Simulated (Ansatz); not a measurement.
Ansatz (a quantum-chemistry and plane-wave program) input (B3LYP-D3(BJ)/def2-TZVP):

Ansatz 0.2 input:
```yaml
crystal:
  periodic: [false, false, false]
  atoms:
    - {symbol: Si, position_ang: [-0.07413020, 0.17050744, 0.16463090]}
    - {symbol: F, position_ang: [-0.00096020, -0.36932454, 1.73578116]}
    - {symbol: O, position_ang: [-0.59079070, 1.60710529, 0.01368914]}
    - {symbol: O, position_ang: [1.47402522, -0.17368906, -0.35799724]}
    - {symbol: O, position_ang: [-0.94233697, -1.06332493, -0.55065101]}
    - {symbol: H, position_ang: [1.98926254, 0.62472781, -0.38362176]}
    - {symbol: H, position_ang: [-1.83651077, -0.77953955, -0.70369879]}
basis:
  gaussian:
    orbitals: def2-TZVP
hamiltonian:
  xc: b3lyp
  dispersion: d3bj
total_charge: -1
relax: {f_tol: 0.002, max_steps: 150}
```

End of the output:

```
0.23 GiB of the device are held for the grids
0.89 GiB of device memory are held for the factors and their scratch space
mean field: 0.63 GiB planned
mean field -16780.29809744 eV, -616.6645809862 hartree, gradient 6.8e-5 eV, S^2 0.000000; 1 other end points of the search recorded, 0 dependent functions left out
the calculation of the forces begins
reference -16780.29831997 eV, -616.6645891640 hartree; 25, 25 occupied and 148, 148 virtual orbitals, 958 factors
Total energy: -16780.50496632 eV, -616.6721832775 hartree
Atom 0 at    -0.066011     0.124381     0.277262 Å, force     0.000018     0.000422    -0.000481 eV/Å
Atom 1 at     0.000848    -0.401126     1.823628 Å, force     0.000152    -0.000183    -0.000408 eV/Å
Atom 2 at    -0.576116     1.567816     0.031629 Å, force    -0.000418     0.000815     0.000134 eV/Å
Atom 3 at     1.515828    -0.170448    -0.227341 Å, force     0.000747     0.000081     0.000216 eV/Å
Atom 4 at    -0.993462    -1.092528    -0.431663 Å, force    -0.000565    -0.000447    -0.000339 eV/Å
Atom 5 at     1.830391     0.641975    -0.632536 Å, force    -0.000531    -0.000622     0.000282 eV/Å
Atom 6 at    -1.692919    -0.653608    -0.922848 Å, force     0.000598    -0.000067     0.000595 eV/Å
Dipole moment:     0.119497    -0.273097    -0.230459 e Å
```

It need not be the lowest isomer of its formula. Whether it binds its extra electron was not tested at this geometry.
